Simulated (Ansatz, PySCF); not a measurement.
Species: CsLi, charge 0, multiplicity 1. 
Coordinates optimised at B3LYP-D3(BJ)/def2-TZVP (Ansatz, a program for electronic structure):
```
Cs
Li 1 3.7473
```
Charge 0, spin multiplicity 1.

Dipole moments at this geometry, in debye (magnitudes).

```json
[
 {"level": "BP86/def2-TZVPD", "program": "PySCF", "dipole (D)": "4.06"},
 {"level": "PBE0/def2-TZVPD", "program": "Ansatz", "dipole (D)": "5.11"},
 {"level": "HSE06/def2-TZVPD", "program": "Ansatz", "dipole (D)": "…"},
 {"level": "LC-wPBE/def2-TZVPD", "program": "Ansatz", "dipole (D)": "7.15"},
 {"level": "wB97X-V/def2-TZVPD", "program": "Ansatz", "dipole (D)": "6.42"},
 {"level": "CCSD(T)/def2-SVPD", "program": "Ansatz", "dipole (D)": "…"}
]
```

Question: What belongs in the gaps?

Answer: 
- HSE06/def2-TZVPD, dipole (D): 4.87
- CCSD(T)/def2-SVPD, dipole (D): 7.69
